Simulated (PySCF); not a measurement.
# Peak assignment

Geometry:
```
atom   x (Å)   y (Å)   z (Å)
  C1   2.374  -0.456   0.283
  C2   1.075  -0.218  -0.490
  C3   0.600   1.201  -0.380
  C4  -0.579   1.195   0.211
  F5  -1.343   2.246   0.529
  C6  -1.055  -0.200   0.504
  C7  -2.354  -0.532  -0.233
  O8   0.019  -1.010   0.056
  H9   2.633  -1.510   0.242
 H10   2.243  -0.168   1.323
 H11   3.178   0.129  -0.154
 H12   1.223  -0.513  -1.541
 H13   1.177   2.040  -0.715
 H14  -1.201  -0.355   1.585
 H15  -3.148   0.128   0.109
 H16  -2.633  -1.563  -0.036
 H17  -2.215  -0.403  -1.303
```

Theoretical values (PySCF 2.14): shieldings: GIAO PBE0/pcSseg-1, geometry: GFN2-xTB. Relativity neglected, one conformer, one averaged value for each set of equivalent atoms, isolated molecule.

Chemical shifts δ = σref − σ; TMS for ¹³C and ¹H, all at this level.

Q: Assign these signals to the numbered atoms. ¹³C{¹H} NMR (computed): δ 172.7 (C), 110.9 (CH), 82.6 (CH), 81.1 (CH), 26.3 (CH3), 23.5 (CH3).

A: 
| δ (ppm) | atoms | environment | reason |
| --- | --- | --- | --- |
| 172.7 | C4 | fully substituted alkene carbon | – |
| 110.9 | C3 | alkene CH | the olefinic region |
| 82.6 | C2 | allylic sp3 CH bonded to O | deshielded by the electronegative neighbour |
| 81.1 | C6 | allylic sp3 CH bonded to O | – |
| 26.3 | C1 | methyl carbon | a saturated carbon with 1 carbon neighbour and no heteroatom attached |
| 23.5 | C7 | methyl carbon | – |

C2 and C6 lie closer than the usual error of such a calculation, so a measured spectrum could show them in the other order.

Q: Assign these signals to the numbered atoms. ¹H NMR (400 MHz, computed): δ 5.21 (m, 1H), 5.15 (m, 1H), 5.01 (m, 1H), 1.33 (d, 3H), 1.26 (d, 3H).

A: 
```tsv
δ (ppm)	atoms	environment	reason
5.21	H12	hydrogen on an allylic sp3 CH bonded to O	its carbon carries O, which withdraws density
5.15	H13	hydrogen on an alkene CH	attached to an sp2 carbon and in the plane of the double bond
5.01	H14	hydrogen on an allylic sp3 CH bonded to O	its carbon carries O, an electronegative neighbour
1.33	H15/H16/H17	hydrogen on a methyl carbon	–
1.26	H9/H10/H11	hydrogen on a methyl carbon	–
```

H12 and H13; H15/H16/H17 and H9/H10/H11 lie closer than the usual error of such a calculation, so a measured spectrum could show them in the other order.

Splittings by ¹⁹F in the carbon and heteronuclear signals aren't shown, as no couplings were computed. Shifts are as computed. Against solution values, carbons near 30 ppm lie about +3 ppm off and those near 130 ppm about +5 ppm. Of 1211 compounds with measured shifts, 218 miss one by over three times the rms of a fit or turn the order of signals round; such compounds aren't used in these exercises. Multiplicities follow the n + 1 count of equivalent neighbours, as no J values were calculated; m marks all less simple cases, F and P coupling included.
